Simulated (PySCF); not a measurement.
**Highest orbital energy against ionisation energy along the 4p block**

Calculated with PySCF 2.14, no spin-orbit coupling. Each cell gives −ε(HOMO) / ΔSCF in eV; NIST values include spin-orbit coupling, (s) semi-empirical, (t) theoretical.

| species | UHF | LDA | PBE | PBE0 | r2SCAN | NIST (lowest levels) |
| --- | --- | --- | --- | --- | --- | --- |
| Ga²⁺ (x2c-QZVPPall with one added diffuse shell each of s, p, d, f type, spin-free X2C) | 29.748 / 29.633 | 27.024 / 31.931 | 26.692 / 31.609 | 27.603 / 31.203 | 27.047 / 31.321 | 30.726 |
| Ge²⁺ (x2c-QZVPPall with one added diffuse shell each of s, p, d, f type, spin-free X2C) | 32.451 / 32.195 | 29.628 / 34.825 | 29.242 / 34.411 | 30.272 / 34.038 | 29.538 / 34.048 | 34.058 |
| As²⁺ (x2c-QZVPPall with one added diffuse shell each of s, p, d, f type, spin-free X2C) | 27.828 / 27.491 | 23.232 / 28.259 | 23.207 / 28.089 | 24.537 / 28.120 | 23.677 / 28.325 | 28.349 ± 0.012 |
| Se²⁺ (x2c-QZVPPall with one added diffuse shell each of s, p, d, f type, spin-free X2C) | 31.454 / 30.997 | 26.322 / 31.755 | 26.284 / 31.566 | 27.771 / 31.629 | 26.809 / 31.829 | 31.697 ± 0.019 |
| Br²⁺ (x2c-QZVPPall with one added diffuse shell each of s, p, d, f type, spin-free X2C) | 35.211 / 34.644 | 29.470 / 35.303 | 29.431 / 35.117 | 31.091 / 35.229 | 30.043 / 35.445 | 34.871 ± 0.019 |
| Kr²⁺ (x2c-QZVPPall with one added diffuse shell each of s, p, d, f type, spin-free X2C) | 35.158 / 34.333 | 30.000 / 35.842 | 29.873 / 35.524 | 31.478 / 35.542 | 30.321 / 35.622 | 35.838 ± 0.02 |

**Question.** How far is −ε(HOMO) from ΔSCF on average for each method, and why?

**Answer.** UHF 0.43 eV; LDA -5.37 eV; PBE -5.26 eV; PBE0 -3.83 eV; r2SCAN -4.86 eV. Hartree-Fock orbital energies lack relaxation and so exceed the ΔSCF value; semilocal functionals have convex E(N) from self-interaction, so their HOMO lies far too high; exact exchange moves hybrids part of the way back.
